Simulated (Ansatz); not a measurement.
## Which method gave which barrier?

Saddle point of Si$_{2}$H$_{6}$F$_{2}$, singlet (SiH₂F₂ ([F][SiH2][F]) + SiH₄ → Si₂H₄F₂ ([F][SiH]([F])[SiH3]) + H₂; bonds formed: Si1–Si7, H2–H6; bonds broken: Si1–H2, H6–Si7), PBE0-D4/def2-TZVP structure:

```tsv
atom	x (Å)	y (Å)	z (Å)
Si1	-1.1528	0.5143	-0.1584
H2	-0.2934	-1.0890	-0.0231
F3	-1.9363	0.1893	-1.5067
F4	-0.8382	2.0794	-0.2317
H5	-2.0651	0.3182	0.9927
H6	0.4811	-1.6918	0.2565
Si7	1.2693	-0.2172	0.1446
H8	0.6817	-0.0668	1.5138
H9	1.2682	-0.5321	-1.3086
H10	2.5855	0.4958	0.3210
```

Program: Ansatz 0.2.0. Basis: def2-TZVPP, with def2-QZVPP for the basis limit. Cores are frozen in the correlated methods. Extrapolation: Hartree–Fock as exp(−7.88 √X), correlation as X^−2.97. Four methods, as single points on the PBE0-D4 structures, gave these electronic barriers from the start structure: 2.328, 2.955, 3.458, 4.564 eV.

(1) The methods were, in alphabetical order, HF, MP2, r2SCAN-D4, SPW92. Which gave which? (A judgement: the text doesn't fix the answer.)

No T1 diagnostic of these runs exceeds 0.014.

## Answers

(1) By the calculation: SPW92 2.328; r2SCAN-D4 2.955; MP2 3.458; HF 4.564 eV. For comparison, CCSD(T) at an estimated basis limit (MP2 extrapolated from triple and quadruple zeta, plus CCSD(T) − MP2 in triple zeta) gives 3.375 eV.

Labels in which every atom is bracketed show which atoms are joined, not bond orders.

For scale, one of the runs: CCSD(T)/def2-TZVPP, 230 basis functions, launched by `ansatz run in.yaml --threads 4 --pin off --events-out ev --progress --plain --max-ram 9574MiB`. Hardware: 4 CPU threads of an Arm Neoverse V2, shared host. Wall time 83 s; peak host memory 3.8 GiB.
